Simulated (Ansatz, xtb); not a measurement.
# Relative energy of two structures of Al2H2OSe

Structure X is `[Al][O][AlH][SeH]`, a singlet and structure Y is a singlet given by its coordinates. Both are isolated molecules in the gas phase, relaxed with B3LYP-D3(BJ)/6-311G**; the shapes shown needn't be the lowest conformers.

X (Å):

```csv
atom,x (Å),y (Å),z (Å)
Al,-4.3009,0.3943,-1.0454
Al,-0.9770,0.7312,-1.7837
O,-2.6278,0.5220,-1.4236
Se,-0.1448,2.9015,-1.6481
H,-0.0447,-0.4676,-2.1892
H,1.2082,2.4669,-2.0369
```

Y (Å):

```tsv
atom	x (Å)	y (Å)	z (Å)
Al	-2.5705	-0.8553	0.0518
Al	-2.6025	1.5465	1.0968
O	-2.2289	-0.0833	1.5710
Se	-3.2011	1.0803	-1.1330
H	-2.4660	-2.3701	-0.3263
H	-2.5356	2.8576	1.9483
```

Close contacts (Å): Al1–Al2 2.62, Al1–O3 1.74, Al1–Se4 2.36, Al2–O3 1.74, Al2–Se4 2.36, Al1–H5 1.56, Al2–H6 1.56.

Problem. Estimate E(Y) − E(X) at the level CCSD(T)/def2-TZVP.

Solution. Calculated at CCSD(T)/def2-TZVP: E(Y) − E(X) = −82.8 kJ/mol, so structure Y lies lower.

Level by level:

```
                level               geometry  E(Y) − E(X) (kJ/mol)  departure from the last row (kJ/mol)  job, with rough time for the two
             GFN2-xTB               GFN2-xTB                  −118.3                                 −35.5              optimisation, 0.27 s
            HF/STO-3G               GFN2-xTB                  −181.3                                 −98.5              single point, 0.32 s
   r2SCAN-D4/def2-SVP               GFN2-xTB                   −86.0                                  −3.2               single point, 2.8 s
B3LYP-D3(BJ)/6-311G**  B3LYP-D3(BJ)/6-311G**                   −59.9                                 +22.9                optimisation, 29 s
         HF/def2-TZVP  B3LYP-D3(BJ)/6-311G**                   −70.3                                 +12.5           part of the CCSD(T) run
        MP2/def2-TZVP  B3LYP-D3(BJ)/6-311G**                  −100.8                                 −18.0           part of the CCSD(T) run
    CCSD(T)/def2-TZVP  B3LYP-D3(BJ)/6-311G**                   −82.8                                                      single point, 49 s
```

The levels shown agree on the order. The largest departure from CCSD(T)/def2-TZVP is that of HF/STO-3G, 98.5 kJ/mol.

With harmonic frequencies from B3LYP-D3(BJ)/6-311G** (ideal gas, rigid rotor, one conformer each, 600 K, 1 atm): on the last row, ΔE + ΔZPE = −81.2, ΔH = −84.5, ΔG = −60.9 kJ/mol.

The correlated steps freeze 20 core orbitals; the filled d shell of Se is correlated, in a basis made for valence electrons. Run with Ansatz 0.2.0, xtb 6.7.1; the last row on 2 threads of Arm Neoverse V2 on a shared host.
